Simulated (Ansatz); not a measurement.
`CO[SiH2][Si](O)(O)F` → `C[O]`• + `O[Si](O)(F)[SiH2]`•  (homolysis of the O–Si bond)

Program: Ansatz. Geometries: PBE0-D4/def2-TZVP. ΔE: electronic, gas phase. CCSD(T)/CBS is the MP2 limit (def2-TZVPP, def2-QZVPP) plus CCSD(T) − MP2 in def2-TZVPP, frozen cores. Open shells (•) are unrestricted, without spin–orbit coupling. One conformer a species, not always the lowest.

```csv
species,CCSD(T)/def2-TZVPP energy (Eh)
`CO[SiH2][Si](O)(O)F`,-945.70559
`C[O]`•,-114.87861
`O[Si](O)(F)[SiH2]`•,-830.65259
```

Task: Work out ΔE.

Result: ΔE = (-114.87861) + (-830.65259) − (-945.70559) = 0.17439 Eh = +457.9 kJ/mol. CCSD(T)/CBS gives +473.6 kJ/mol.

Largest T1 diagnostic among the species: 0.019.

In def2-TZVPP, CCSD(T) changes the Hartree–Fock value by +119.4 kJ/mol (the triples alone add +8.6 kJ/mol) and MP2 by +157.4 kJ/mol; breaking electron pairs costs correlation energy, which Hartree–Fock lacks. From PBE to PBE0 (25 % exact exchange), in def2-TZVPP and without D4, ΔE moves by +3.6 kJ/mol.
